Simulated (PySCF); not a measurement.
Run record: geometry optimisation, `N#C[CH2][GeH2][NH2]`.

Method: PBE0-D3(BJ)/def2-SVP geometry optimisation, gas phase (PySCF 2.14.0). Start geometry: GFN2-xTB. The command runs a driver script over a list of jobs; the input below is this job's line of settings and its coordinates in Å.

Command:
```bash
OMP_NUM_THREADS=1 python probes_run.py task.json out
```

Input:
```
{"job": {"xc": "PBE0", "basis": "def2-SVP", "d3": "d3bj", "grid": 1, "shake": 0.01, "kind": "geom"}, "charge": 0, "multiplicity": 1}
N     -1.331850     2.437460     0.070340
C     -1.328890     1.343220    -0.192080
C     -1.254300    -0.049810    -0.486740
Ge     0.358030    -0.805840     0.502920
N      1.770180    -0.025170    -0.243340
H     -1.082550    -0.177780    -1.552490
H     -2.155180    -0.539050    -0.189000
H      0.477720    -2.272250     0.218980
H      0.143560    -0.596450     2.015940
H      2.681700    -0.329790     0.083080
H      1.759690     0.989620    -0.243270
```

Output:
```
step   0  E = -2265.43477698  max force = 0.091191
step   1  E = -2265.44155433  max force = 0.008657
step   2  E = -2265.44196845  max force = 0.002004
step   3  E = -2265.44201423  max force = 0.000801
step   4  E = -2265.44203487  max force = 0.000791
step   5  E = -2265.44205614  max force = 0.000913
step   6  E = -2265.44208043  max force = 0.000878
step   7  E = -2265.44209885  max force = 0.001138
step   8  E = -2265.44210921  max force = 0.000927
step   9  E = -2265.44211822  max force = 0.000435
optimisation converged
```

Energies in Eh; «max force» is the largest Cartesian gradient component in Eh/bohr.

**Question.** How much energy does the optimisation release, in kJ/mol?

**Answer.** E(step 0) − E(last step) = 0.007341 Eh, which is 19.3 kJ/mol.

Summary of the converged run: final energy -2265.44212 Eh after 9 steps; dipole 3.60 D.

**Question.** Estimate the wall time. Hardware: one thread of an Arm Neoverse V2, on a shared host. And the peak memory of the process?

**Answer.** About 50 s, with 0.48 GiB resident at the peak, the Python interpreter and its libraries included.
Labels such as C1 count atoms from 1, the log's own numbers from 0.
